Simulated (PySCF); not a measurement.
Mapped SMILES: `[H]/[N:1]=[CH:2]\[c:3]1[cH:4][cH:5][cH:6][cH:7][c:8]1[SH:9]`; H(Xn) means a hydrogen on atom n.

Geometry: GFN2-xTB; GIAO absolute shieldings from PySCF, gas phase, non-relativistic, averaged over equivalent atoms.

At wB97X-D/pcSseg-1 (195 basis functions, 21 s wall time on 1 thread of an AMD EPYC 9R45, shared host):
| atoms | σ (ppm) |
| --- | --- |
| N1 | -94.3 |
| C2 | 15.0 |
| C8 | 43.8 |
| C3 | 49.1 |
| C6 | 49.5 |
| C7 | 52.4 |
| C4 | 52.9 |
| C5 | 55.5 |
| S9 | 542.9 |
| H(N1) | 20.13 |
| H(C2) | 23.12 |
| H(C6) | 24.21 |
| H(C4) | 24.26 |
| H(C7) | 24.26 |
| H(C5) | 24.38 |
| H(S9) | 27.70 |

**Question.** Estimate the result of repeating the calculation with PBE0/pcSseg-1.

**Answer.** 
```json
{"atoms": "N1", "σ at PBE0/pcSseg-1": "-95.0", "change": "-0.7"}
{"atoms": "C2", "σ at PBE0/pcSseg-1": "16.2", "change": "+1.2"}
{"atoms": "C8", "σ at PBE0/pcSseg-1": "44.6", "change": "+0.8"}
{"atoms": "C3", "σ at PBE0/pcSseg-1": "50.4", "change": "+1.3"}
{"atoms": "C6", "σ at PBE0/pcSseg-1": "50.7", "change": "+1.2"}
{"atoms": "C7", "σ at PBE0/pcSseg-1": "53.3", "change": "+0.9"}
{"atoms": "C4", "σ at PBE0/pcSseg-1": "54.2", "change": "+1.3"}
{"atoms": "C5", "σ at PBE0/pcSseg-1": "56.7", "change": "+1.2"}
{"atoms": "S9", "σ at PBE0/pcSseg-1": "542.8", "change": "-0.1"}
{"atoms": "H(N1)", "σ at PBE0/pcSseg-1": "19.96", "change": "-0.17"}
{"atoms": "H(C2)", "σ at PBE0/pcSseg-1": "22.95", "change": "-0.17"}
{"atoms": "H(C6)", "σ at PBE0/pcSseg-1": "24.14", "change": "-0.07"}
{"atoms": "H(C4)", "σ at PBE0/pcSseg-1": "24.20", "change": "-0.06"}
{"atoms": "H(C7)", "σ at PBE0/pcSseg-1": "24.19", "change": "-0.07"}
{"atoms": "H(C5)", "σ at PBE0/pcSseg-1": "24.30", "change": "-0.08"}
{"atoms": "H(S9)", "σ at PBE0/pcSseg-1": "27.50", "change": "-0.20"}
```

The largest change is at C3 (substituted aromatic carbon). Cost: 195 basis functions, 16 s wall time on 1 thread of an AMD EPYC 9R45, shared host. The order of the carbon signals is the same at both levels.
